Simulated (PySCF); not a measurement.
C7H14O, SMILES CC(=O)CC(C)(C)C (GFN2-xTB optimised geometry):

```
22

C      1.815     1.631     0.624
C      1.067     0.412     1.102
O      0.963     0.139     2.272
C      0.476    -0.441     0.000
C     -1.072    -0.441     0.000
C     -1.597    -1.180     1.230
C     -1.552    -1.153    -1.268
C     -1.592     0.998     0.000
H      2.146     2.229     1.469
H      1.180     2.229    -0.026
H      2.682     1.312     0.048
H      0.835    -0.093    -0.969
H      0.814    -1.469     0.152
H     -1.193    -0.744     2.139
H     -1.309    -2.229     1.197
H     -2.682    -1.123     1.270
H     -1.163    -2.168    -1.310
H     -1.224    -0.622    -2.159
H     -2.638    -1.203    -1.281
H     -1.305     1.510     0.915
H     -1.200     1.552    -0.851
H     -2.678     1.003    -0.065
```

Level of theory: CAM-B3LYP/def2-SVP (PySCF).

Q: What are the frontier orbital energies and the dipole moment?

A: HOMO-2 -10.56 eV, HOMO-1 -10.45 eV, HOMO -8.35 eV, LUMO 1.04 eV, LUMO+1 2.32 eV; dipole moment 2.59 D.

Meta-Löwdin charges at CAM-B3LYP/def2-SVP: C1 -0.33, C2 0.39, O3 -0.41, C4 -0.22, C5 0.09, C6 -0.30, C7 -0.29, C8 -0.29, H9 0.11, H10 0.11, H11 0.12, H12 0.09, H13 0.11, H14 0.11, H15 0.09, H16 0.09, H17 0.09, H18 0.09, H19 0.09, H20 0.09, H21 0.09, H22 0.09.
